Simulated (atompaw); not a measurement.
**Logarithmic derivatives: selenium (Se), PAW (atompaw)**

selenium, PAW, made with atompaw 4.2.0.5 (PBE, scalar-relativistic). Core [Ar], reference 3d10 4s2 4p4. Waves: 4s (bound): rc 1.60 bohr; 4s channel at -0.6 Ry: rc 1.60 bohr; 4p (bound): rc 1.50 bohr; 4p channel at 1.8 Ry: rc 1.60 bohr; 3d (bound): rc 0.85 bohr; 3d channel at -3.5 Ry: rc 0.85 bohr. Local part: vpsmatchnc scheme with l = 3 at 0 Ry, radius 1.45 bohr. Core correction: smooth core density matched at 1.25 bohr. Augmentation charge: sinc compensation charge, radius 1.35 bohr; PAW radius 1.60 bohr; waves and projectors: custom rrkj gramschmidtortho.

The phase is arctan(r·u′/u) with u = r·R(r), unwrapped; energies in Ry, scanned from -6 to 5 Ry. A pole is an energy at which the radial function vanishes at the test radius. The pseudo phase is shifted by a multiple of π to meet the all-electron one at the reference energy, and phase errors are pseudo minus all-electron; the curves can meet again beyond the range given. Levels narrower than the energy grid can be missing from the lists of poles.

Question: For each channel, where are the poles, and over which energies does the pseudopotential scatter like the atom?

Answer:

```csv
channel,radius (bohr),reference energy (Ry),"poles, all-electron","poles, pseudo",unbroken range about the reference energy with phases within 0.05 rad,phase error 1 Ry above the reference energy (rad)
s,1.61,-1.27,4.26,4.25,the whole range,-0.000
p,1.61,-0.48,none,none,the whole range,-0.000
d,1.61,-3.90,-3.71,-3.71,the whole range,+0.000
```

Note: ghost states, extra bound levels that the all-electron valence spectrum of the same l lacks: p at -272.7 eV, s at -163.9 eV. A true bound ghost makes a file unfit for plane-wave use.

Phases in the d channel:

| E (Ry) | all-electron | pseudo |
| --- | --- | --- |
| -6.00 | 1.290 | 1.290 |
| -5.76 | 1.279 | 1.279 |
| -5.52 | 1.266 | 1.266 |
| -5.28 | 1.249 | 1.249 |
| -5.04 | 1.226 | 1.226 |
| -4.80 | 1.191 | 1.191 |
| -4.56 | 1.127 | 1.127 |
| -4.32 | 0.969 | 0.969 |
| -4.08 | 0.058 | 0.058 |
| -3.84 | -1.416 | -1.415 |
| -3.60 | -1.643 | -1.643 |
| -3.36 | -1.723 | -1.723 |
| -3.12 | -1.766 | -1.766 |
| -2.88 | -1.794 | -1.794 |
| -2.64 | -1.817 | -1.817 |
| -2.40 | -1.836 | -1.836 |
| -2.16 | -1.854 | -1.854 |
| -1.92 | -1.871 | -1.871 |
| -1.68 | -1.887 | -1.887 |
| -1.44 | -1.904 | -1.904 |
| -1.20 | -1.922 | -1.922 |
| -0.96 | -1.940 | -1.940 |
| -0.72 | -1.961 | -1.961 |
| -0.48 | -1.983 | -1.983 |
| -0.24 | -2.007 | -2.007 |
| 0.00 | -2.035 | -2.035 |
| 0.24 | -2.066 | -2.066 |
| 0.48 | -2.102 | -2.102 |
| 0.72 | -2.143 | -2.143 |
| 0.96 | -2.192 | -2.191 |
| 1.20 | -2.250 | -2.249 |
| 1.44 | -2.319 | -2.318 |
| 1.68 | -2.404 | -2.403 |
| 1.92 | -2.508 | -2.506 |
| 2.16 | -2.636 | -2.633 |
| 2.40 | -2.792 | -2.787 |
| 2.64 | -2.975 | -2.970 |
| 2.88 | -3.180 | -3.173 |
| 3.12 | -3.392 | -3.384 |
| 3.36 | -3.592 | -3.585 |
| 3.60 | -3.770 | -3.762 |
| 3.84 | -3.919 | -3.912 |
| 4.08 | -4.041 | -4.035 |
| 4.32 | -4.141 | -4.135 |
| 4.56 | -4.222 | -4.216 |
| 4.80 | -4.289 | -4.284 |
